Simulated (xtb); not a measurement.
O₂Zr (SMILES [O]=[Zr]=[O]), singlet, geometry from GFN2-xTB (such geometries of metal compounds can be far from the true shape). Base run: GFN0-xTB run with xtb.

Here is a job for xtb.
```
$ xtb mol.xyz --gfn 0 --json

# file mol.xyz
3

Zr    -0.14735518    -0.16294999    -0.21094306
O      1.44787434     0.60647650    -0.38052480
O     -0.71109845     0.20827346     1.43524010
```

Each row names what was changed in the base input (with any setting that the change needs).

| change | ΔE vs base (kJ/mol) | HOMO-LUMO gap (eV) |
|---|---|---|
| base | 0.00 | 3.69 |
| etemp = 1000 | 0.00 | 3.69 |
| acc = 1000 | 0.00 | 3.69 |
| file = coord | 0.00 | 3.69 |
| acc = 30 | 0.00 | 3.69 |
| acc = 0.1 | 0.00 | 3.69 |
| etemp = 10000 | (withheld) | 3.69 |

**Question.** What belongs in the gaps?

**Answer.** 
- etemp = 10000, ΔE vs base (kJ/mol): -139.5
